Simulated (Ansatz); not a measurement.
Born–Oppenheimer molecular dynamics of ClGeH3O (6 atoms, charge 0, multiplicity 1). It starts from a relaxed structure.

Method: RHF/def2-SVP (Ansatz).

| Quantity | Value |
| --- | --- |
| ensemble | NVT, Langevin thermostat |
| time step | 1 fs |
| steps asked | 166 |
| set temperature | 400 K |
| friction | 0.02 /fs |
| seed | 842584 |

First frame:

```xyz
6
Properties=species:S:1:pos:R:3
Ge -0.020 -0.004 -0.003
H 0.026 -0.097 1.517
O 1.587 -0.053 -0.693
H 2.093 -0.844 -0.585
H -0.692 1.243 -0.546
Cl -1.115 -1.745 -0.691
```

Problem. How far do the bonds stretch over the last three quarters of this one trajectory? (Pairs bonded in most of those frames.)

Solution. 
| bond | mean (Å) | spread (Å) | shortest | longest |
| --- | --- | --- | --- | --- |
| Ge1–H2 | 1.527 | 0.034 | 1.46 | 1.61 |
| Ge1–O3 | 1.756 | 0.032 | 1.70 | 1.82 |
| Ge1–H5 | 1.532 | 0.049 | 1.44 | 1.64 |
| Ge1–Cl6 | 2.192 | 0.056 | 2.11 | 2.30 |
| O3–H4 | 0.947 | 0.019 | 0.91 | 0.99 |

Mean temperature of the second half: 395 K. A run of 0.17 ps of so small a system gives no equilibrium averages.

Time of the run: 3.3 min on 1 thread of Arm Neoverse V2, on a shared host, peak memory 0.14 GiB.
